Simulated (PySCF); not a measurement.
## How methods differ on the ionisation energy of Al⁺

Al⁺ [Ne] 3s2 (1S) → Al²⁺ [Ne] 3s1 (2S), as a difference of total energies. Calculation: PySCF 2.14, in x2c-QZVPPall with one added diffuse shell each of s, p, d, f type (10s7p5d3f1g, 86 functions); the spin-free X2C one-electron Hamiltonian (Gaussian nucleus). Correlated levels: valence: [Ne] frozen. The calculations carry no spin-orbit coupling.

```json
{"method": "UHF", "ionisation energy (eV)": "17.551", "error (eV)": "-1.278"}
{"method": "MP2 (valence)", "ionisation energy (eV)": "18.350", "error (eV)": "-0.479"}
{"method": "SCS-MP2 (valence)", "ionisation energy (eV)": "18.510", "error (eV)": "-0.319"}
{"method": "CCSD (valence)", "ionisation energy (eV)": "18.646", "error (eV)": "-0.183"}
```

Reference: 18.829 eV (measured; NIST Atomic Spectra Database, ionization energies).

Errors of the correlated levels include the incompleteness of this basis and the frozen core.

With two correlated electrons CCSD is exact in that space.
